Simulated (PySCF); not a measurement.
SMILES C(CCBr)(C)(C)C (C6H13Br) at its GFN2-xTB optimised geometry (Å):

```
20

C     -0.6394    -1.8004    -1.2799
C     -0.1427    -1.1198     0.0000
C     -0.6580    -1.9024     1.2103
C      1.3879    -1.1198     0.0000
C     -0.6934     0.3201     0.0000
C     -0.2986     1.1458     1.2099
Br    -1.0592     2.9475     1.0798
H     -1.7265    -1.8219    -1.3073
H     -0.2768    -2.8243    -1.3304
H     -0.2851    -1.2693    -2.1605
H     -0.2440    -1.5153     2.1383
H     -0.3687    -2.9475     1.1275
H     -1.7433    -1.8541     1.2666
H      1.7730    -0.5115    -0.8156
H      1.7844    -0.7364     0.9371
H      1.7594    -2.1339    -0.1282
H     -1.7844     0.2759    -0.0540
H     -0.3409     0.8277    -0.9019
H     -0.6850     0.7315     2.1388
H      0.7778     1.2872     1.2824
```

Calculation: PySCF with PBE/def2-SVP. Cells within 0.4 Å of a nucleus heavier than hydrogen are left out (blank, or x).

Map of the electron localisation function on the plane z = 0.0 Å:

```
|00000000000000000000000000000|
|00000000001122100000000000000|
|00000000123445420000000000000|
|00000002346777642000000000000|
|00000013578888752000000000000|
|00000035788888752000000000000|
|00000036788888641000000000000|
|00000035788876310000000000000|
|00000013455531000000000000000|
|00000000000000000000000000000|
|00000000000012100000000000000|
|00000013665455300000000000000|
|000001799995x5520000000000000|
|00000399999xxx520001000000000|
|000002899995x5620134210000000|
|00000038997689844466520000000|
|00000000111475278416520000000|
|0000000000034xx79xx1420000000|
|0000000000035xx783x5630000000|
|00000000000145445799972000000|
|00000000000012211799996100000|
|00000000000000000799998100000|
|00000000000000000399997100000|
|00000000000000000059972000000|
|00000000000000000002210000000|
|00000000000000000000000000000|
|00000000000000000000000000000|
|00000000000000000000000000000|
|00000000000000000000000000000|
```
Scale: ten equal steps from 0.000 (start of '0') to 1.000 (end of '9'), in the order '0123456789'; x runs from -5.00 to 5.00, y from -5.00 (bottom) to 5.00 (top).
